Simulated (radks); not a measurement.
Task: Ir, configuration [Xe] 4f14 5d7 6s2. All-electron calculation, scalar-relativistic Kohn-Sham, exchange-only PBE, spin-polarised, spherical densities, point nucleus; open shells are filled with parallel spins first (spin-orbit coupling, left out, can overturn this in heavy ions). Program: a radial shooting solver on a logarithmic mesh with Libxc functionals. Some entries of the table are withheld. Estimate them.

orbital  occ.  eigenvalue (hartree)  <r^2> (bohr^2)
1s down     1             -2798.068       0.0004193
1s up       1             -2798.068       0.0004193
2s up       1             -489.4442        0.006415
2s down     1             -489.4375        0.006415
2p up       3             -425.1432        0.005363
2p down     3             -425.1378        0.005363
3s up       1             -114.4388         0.04147
3s down     1             -114.4365         0.04147
3p up       3             -95.64210         0.04244
3p down     3             -95.63952         0.04244
3d up       5             -74.97207         0.03516
3d down     5             -74.96740         0.03516
4s up       1             -24.37592          0.2022
4s down     1             -24.36945          0.2022
4p up       3             -18.21248          0.2308
4p down     3             -18.20642          0.2308
4d up       5             -10.64995          0.2649
4d down     5             -10.64277          0.2647
5s up       1              -3.58765           1.077
5s down     1              -3.53178           1.068
4f up       7                   (1)          0.3529
4f down     7                   (2)          0.3497
5p up       3                   (3)           1.463
5p down     3                   (4)           1.450
5d up       5              -0.26266           3.520
6s up       1                   (5)           9.625
5d down     2              -0.18443           3.874
6s down     1                   (6)           10.98

Result: 
(1) 4f up eigenvalue (hartree): -2.24635
(2) 4f down eigenvalue (hartree): -2.23431
(3) 5p up eigenvalue (hartree): -2.00377
(4) 5p down eigenvalue (hartree): -1.93258
(5) 6s up eigenvalue (hartree): -0.22429
(6) 6s down eigenvalue (hartree): -0.18384
